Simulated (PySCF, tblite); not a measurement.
A database entry of computed molecular properties. Lists by class give the value and the number of equivalent atoms.

```json
{
 "formula": "C6H6F4O",
 "smiles": "C[C@@]1(C(=O)F)C[C@H]1C(F)(F)F",
 "inchi": "InChI=1S/C6H6F4O/c1-5(4(7)11)2-3(5)6(8,9)10/h3H,2H2,1H3/t3-,5-/m1/s1",
 "charge": 0,
 "multiplicity": 1,
 "geometry_level": "GFN2-xTB",
 "atoms_angstrom": [
  ["C", -1.159, 0.496, 1.051],
  ["C", -0.606, 0.047, -0.281],
  ["C", -1.527, -0.717, -1.156],
  ["O", -1.298, -1.214, -2.204],
  ["F", -2.775, -0.807, -0.631],
  ["C", 0.393, 0.903, -1.03],
  ["C", 0.846, -0.386, -0.431],
  ["C", 1.755, -0.409, 0.768],
  ["F", 1.921, 0.791, 1.343],
  ["F", 2.979, -0.84, 0.433],
  ["F", 1.314, -1.232, 1.733],
  ["H", -2.079, 1.058, 0.901],
  ["H", -1.382, -0.365, 1.68],
  ["H", -0.45, 1.133, 1.572],
  ["H", 0.316, 0.95, -2.105],
  ["H", 0.701, 1.823, -0.557],
  ["H", 1.043, -1.219, -1.096]
 ],
 "electronic_structure_code": "PySCF",
 "results": {
  "GFN2-xTB geometry": {
   "point_group": "C1",
   "rotational_constants_GHz": [2.097, 0.683, 0.638]
  },
  "PBE0/pcSseg-1 ground state and GIAO shieldings, non-relativistic": {
   "dipole_D": 2.06,
   "homo_eV": -9.26,
   "lumo_eV": -0.88,
   "shift_vs_computed_TMS_C_by_class_ppm": [
    [175.3, 1],
    [134.2, 1],
    [33.8, 1],
    [25.8, 1],
    [24.2, 1],
    [15.2, 1]
   ],
   "shift_vs_computed_TMS_H_by_class_ppm": [
    [2.31, 1],
    [1.67, 3],
    [1.57, 1],
    [1.44, 1]
   ],
   "shielding_other_nuclei_by_class_ppm": [
    ["O", -83.7, 1],
    ["F", 119.6, 1],
    ["F", 246.5, 3]
   ],
   "charges_hirshfeld_e_by_atom": [-0.13, 0.0, 0.24, -0.22, -0.08, -0.07, -0.06, 0.27, -0.07, -0.09, -0.09, 0.05, 0.04, 0.04, 0.06, 0.06, 0.06]
  },
  "GFN2-xTB harmonic vibrations, gas phase": {
   "strongest_ir_bands_cm-1_km_per_mol_modes": [
    [1021.3, 327.5, 1],
    [1062.0, 338.9, 1],
    [1083.4, 129.4, 1],
    [1190.8, 189.5, 1],
    [1234.5, 136.5, 1],
    [1841.4, 390.6, 1]
   ],
   "zpe_kcal_per_mol": 71.0
  }
 }
}
```

With B = h/(8π²I), that is 505.379 GHz u Å² over I, the principal moments of inertia are 241.0, 740.0 and 791.8 u Å² (most abundant isotopes). The zero-point energy, half the sum of the 45 harmonic wavenumbers, equals 24830 cm⁻¹ or 297 kJ/mol. The rotational constants make it an asymmetric top with κ = (2B − A − C)/(A − C) = -0.94, nearer the prolate limit (−1).

One conformer (not necessarily the lowest) at the GFN2-xTB geometry, without solvent or vibrations. NMR classes are plain means over equivalent atoms (diastereotopic ones count apart unless rotation or inversion swaps them), as if these changed places fast; in this geometry the members of some classes differ.

Conformer computed: `[CH3:1][C@@:2]1([C:3](=[O:4])[F:5])[CH2:6][C@H:7]1[C:8]([F:9])([F:10])[F:11]`: C1–C2–C3–O4 -176°, C6–C7–C8–F9 10°.
